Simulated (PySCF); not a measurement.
**`O=Cc1cpccc1C1CC1`: 4 charge schemes on one density**

Compound: C9H9OP.
Geometry (GFN2-xTB, Å), atoms numbered from 1 in this order:
```xyz
20
C9H9OP angstrom
O     -2.053   -2.651    0.847
C     -1.137   -1.965    0.468
C     -1.267   -0.571    0.004
C     -2.560   -0.062   -0.047
P     -3.035    1.513   -0.575
C     -1.468    2.140   -0.990
C     -0.272    1.470   -0.854
C     -0.136    0.173   -0.369
C      1.233   -0.410   -0.274
C      1.856   -0.687    1.066
C      2.382    0.424    0.211
H     -0.110   -2.368    0.440
H     -3.344   -0.737    0.279
H     -1.442    3.148   -1.387
H      0.633    1.983   -1.156
H      1.451   -1.122   -1.064
H      2.450   -1.581    1.183
H      1.292   -0.422    1.948
H      3.344    0.300   -0.263
H      2.181    1.435    0.531
```

Density: PBE0/pcSseg-1 (PySCF); schemes: Mulliken, IAO, Hirshfeld and ESP-fitted. Isolated species at its GFN2-xTB geometry (one conformer only).

Atoms with like bonding are taken together and averaged. Which atoms carry the lowest charge in the Mulliken, IAO, Hirshfeld and ESP-fitted schemes?

The schemes don't all agree: Mulliken C6 (-0.366); IAO O1 (-0.391); Hirshfeld O1 (-0.217); ESP-fitted O1 (-0.451).

For which atoms does the sign change between the 4 schemes (beyond +0.03 e in one, beyond −0.03 e in another)?

C4, P5, C6, C8 and C9. Atomic charges aren't observables, and each scheme defines them in its own way.

Give the atomic charges in each scheme.

In e; atoms taken as equivalent share a row and are averaged (×n: the atom named and its like, n in all):

| atom | environment | Mulliken | IAO | Hirshfeld | ESP-fitted |
| --- | --- | --- | --- | --- | --- |
| O1 | aldehyde oxygen | -0.358 | -0.391 | -0.217 | -0.451 |
| C2 | aldehyde carbon | +0.386 | +0.249 | +0.120 | +0.460 |
| C3 | substituted aromatic carbon | -0.262 | -0.060 | -0.018 | -0.314 |
| C4 | aromatic CH carbon | -0.299 | -0.350 | -0.095 | +0.141 |
| P5 | phosphorus bonded to 2 C | +0.491 | +0.380 | +0.098 | -0.227 |
| C6 | aromatic CH carbon | -0.366 | -0.359 | -0.096 | +0.151 |
| C7 | aromatic CH carbon | +0.025 | -0.139 | -0.043 | -0.445 |
| C8 | substituted aromatic carbon | -0.163 | +0.024 | +0.024 | +0.181 |
| C9 | benzylic-type carbon | -0.243 | -0.154 | -0.040 | +0.204 |
| C10/C11 | three-membered-ring carbon | -0.175 | -0.290 | -0.084 | -0.330 |
| H12 | formyl hydrogen | +0.084 | +0.107 | +0.041 | -0.029 |
| H13 | aromatic hydrogen | +0.132 | +0.182 | +0.042 | +0.116 |
| H14 | aromatic hydrogen | +0.137 | +0.167 | +0.049 | +0.102 |
| H15 | aromatic hydrogen | +0.092 | +0.154 | +0.050 | +0.166 |
| H16 | methine hydrogen | +0.158 | +0.158 | +0.051 | +0.035 |
| H17/H19 | methylene hydrogen | +0.132 | +0.154 | +0.052 | +0.134 |
| H18/H20 | methylene hydrogen | +0.137 | +0.152 | +0.049 | +0.150 |

Mean size of the charges over all atoms: ESP-fitted 0.212 e, Mulliken 0.204 e, IAO 0.203 e, Hirshfeld 0.068 e. Each set sums to the total charge, 0, to within 0.001 e. The IAO scheme projects the occupied orbitals on a minimal set of polarised atomic orbitals and counts the electrons in each atom's part of it. The ESP scheme is a least-squares fit of atom-centred charges to the potential on four shells outside the van der Waals surface, with the total charge fixed.

Some averages cover members that differ in this geometry: C10/C11, ESP-fitted -0.562 to -0.098; H18/H20, ESP-fitted +0.085 to +0.214; H17/H19, ESP-fitted +0.082 to +0.187 e.

How many electrons does the Mulliken scheme count on P5?

Z − q = 15 − (+0.491) = 14.509.

How closely do the schemes follow one another over all atoms?

Correlation coefficient and root-mean-square difference: IAO with Hirshfeld 0.95, 0.154 e; Mulliken with IAO 0.92, 0.095 e; Mulliken with Hirshfeld 0.87, 0.170 e; Hirshfeld with ESP-fitted 0.54, 0.227 e; IAO with ESP-fitted 0.42, 0.264 e; Mulliken with ESP-fitted 0.29, 0.295 e.
